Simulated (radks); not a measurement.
Excited configurations of Ca XVI: one electron is placed in a higher orbital outside [He] 2s2. The ground configuration is [He] 2s2 2p1. Calculated with a radial shooting solver on a logarithmic mesh with Libxc functionals: scalar-relativistic Kohn-Sham, PBE, spin-polarised, spherical densities, point nucleus; open shells are filled with parallel spins first. Excitation = E - E(ground); binding = E(ion) - E, where the ion is the core of charge +16; n* = 16/sqrt(2 binding) in atomic units. These energies are relativistic, and a one-electron ion of charge +16 with no core already has n* below n in this formula (scalar-relativistic equation, point nucleus: 3s 2.995, 3p 2.997, 4s 3.994, 4d 3.999, 4f 3.999, 5p 4.996, 6d 5.998, 6f 5.999, 7p 6.996, 7d 6.998). The quantum defect is therefore taken as that value minus n*, so that it holds no relativistic shift of the bare ion.

| outer orbital | excitation (eV) | binding (eV) | n* | quantum defect | eigenvalue (eV) | <r> (bohr) |
|---|---|---|---|---|---|---|
| 3s | 542.81 | 428.84 | 2.850 | 0.145 | -416.73 | 0.7662 |
| 3p | 557.93 | 413.71 | 2.902 | 0.096 | -400.61 | 0.7322 |
| 4s | 735.30 | 236.35 | 3.839 | 0.156 | -229.85 | 1.390 |
| 4d | 747.07 | 224.58 | 3.938 | 0.060 | -217.45 | 1.274 |
| 4f | 752.57 | 219.07 | 3.987 | 0.012 | -210.83 | 1.115 |
| 5p | 825.28 | 146.36 | 4.878 | 0.118 | -142.47 | 2.182 |
| 6f | 873.10 | 98.546 | 5.945 | 0.054 | -95.679 | 2.958 |
| 7p | 897.51 | 74.136 | 6.854 | 0.142 | -72.342 | 4.371 |
| 7d | 898.46 | 73.189 | 6.899 | 0.099 | -71.304 | 4.305 |

Estimate the row for 6d.

Answer. excitation (eV) 872.02; binding (eV) 99.625; n* 5.913; quantum defect 0.085; eigenvalue (eV) -96.994; <r> (bohr) 3.110. The Delta-SCF ionisation energy is 971.65 eV (NIST Atomic Spectra Database: 973.7 eV, semi-empirical). Self-interaction in the functional shifts the binding energies and quantum defects, so they are the method's values and not measured ones. Open shells are spherical and high-spin; term and fine-structure splittings are not resolved.
